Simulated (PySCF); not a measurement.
**Computed properties of C3H8OSi, SMILES O[C@H]1C[C@H]1[SiH3]**

C3H8OSi, SMILES O[C@H]1C[C@H]1[SiH3]. Geometry optimised at r2SCAN-D4/def2-SVP. The structure was generated by enumeration; whether it is a known compound was not checked. Other conformers were not sampled. All values are computed for the isolated molecule unless a solvent is named; none is compared with measurement here.

**Structure.** All 33 harmonic modes at r2SCAN-D4/def2-SVP (PySCF) are real, so it is a minimum. With heavy atoms numbered as in [OH:1][C@H:2]1[CH2:3][C@H:4]1[SiH3:5], the shortest bond between them is O1–C2 at 1.396 Å and the longest C4–Si5 at 1.876 Å.

**Vibrations.** The strongest infrared lines (harmonic, unscaled, degenerate partners summed) lie at 923 cm⁻¹ (241 km/mol, H 90 %, Si 9 %), 2209 cm⁻¹ (134 km/mol, H 97 %), 2232 cm⁻¹ (108 km/mol, H 96 %). The softest mode is at 125 cm⁻¹ and the zero-point energy is 63.1 kcal/mol.

**Electronic structure.** CAM-B3LYP/def2-TZVP (PySCF) places the frontier levels at -9.11 and 1.78 eV, a gap of 10.89 eV, and gives a dipole moment of 2.30 D and a mean polarisability of 64.4 bohr³. PBE/def2-TZVP (PySCF) at the same geometry gives -6.25 and 0.08 eV, so its gap is 4.56 eV narrower. An orbital gap is neither the optical nor the fundamental gap.

**Excitations.** TDDFT-B3LYP/def2-SVPD (PySCF) has S1 at 6.62 eV (187 nm, f = 0.009, weak); the most intense of the 10 singlets computed lies at 8.06 eV (f = 0.05). T1 (TDA) is at 6.42 eV. TDDFT-PBE/def2-SVPD (PySCF) puts S1 at 6.09 eV. No vertical singlet excitation falls in the visible range (under 3.1 eV).

**NMR.** GIAO shifts at PBE0/pcSseg-1 (PySCF) (non-relativistic, atoms alike by connectivity averaged): ¹³C from 4.5 to 53.8 ppm against TMS; ¹H from 0.3 to 4.3 ppm against TMS; ²⁹Si at -60.0 ppm against TMS.

**Solvation.** SMD-B3LYP/6-31G* (PySCF) gives -3.2 kcal/mol in water, -5.3 kcal/mol in dichloromethane, -4.0 kcal/mol in dimethylsulfoxide (1 M in both phases, gas-phase geometry); of these solvents dichloromethane holds the molecule best.
